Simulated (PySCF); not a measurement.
Bonds (- single, = double, # triple, : aromatic): O1-B2 1.367 Å, B2-O3 1.356 Å, B2-B4 1.716 Å, B4-O5 1.375 Å, O5-C6 1.420 Å, C6-C7 1.542 Å, C7-O8 1.419 Å, O8-B4 1.363 Å. O1 carries H9; O3 carries H10; C6 carries H11, H12; C7 carries H13, H14.

One conformer, in vacuum, rapidly exchanging positions averaged, non-relativistic. PBE0-D3(BJ)/def2-SVP structure; σ from GIAO-CAM-B3LYP/pcSseg-1; PySCF 2.14.

Chemical shifts δ = σref − σ; 13C, 1H against TMS; 17O vs H2O; BF3·OEt2 for 11B, all at this level.

```tsv
atoms	nucleus	count	δ (ppm)
B2	11B	1	28.5
B4	11B	1	31.0
H9/H10	1H	2	4.55
H11/H12/H13/H14	1H	4	4.13
O1/O3	17O	2	?
O5/O8	17O	2	145.7
C6/C7	13C	2	?
```

Task: Complete the table.

Result: 
- C6/C7: 68.2 ppm, sp3 CH2 bonded to O; the inductive effect lowers its shielding
- O1/O3: 145.3 ppm, oxygen bonded to B, H

OH and NH positions are those of a molecule without intermolecular hydrogen bonds; in solution they move with solvent, concentration and temperature, and exchange usually removes their couplings. Shifts are as computed, not scaled to solution data. Of 1211 compounds with measured shifts, 218 miss one by over three times the rms of a fit or turn the order of signals round; such compounds aren't used in these exercises. Experimental scales use liquid or dissolved standards, which lie at an offset from isolated H2O (liquid H2O: subtract about 36 ppm).
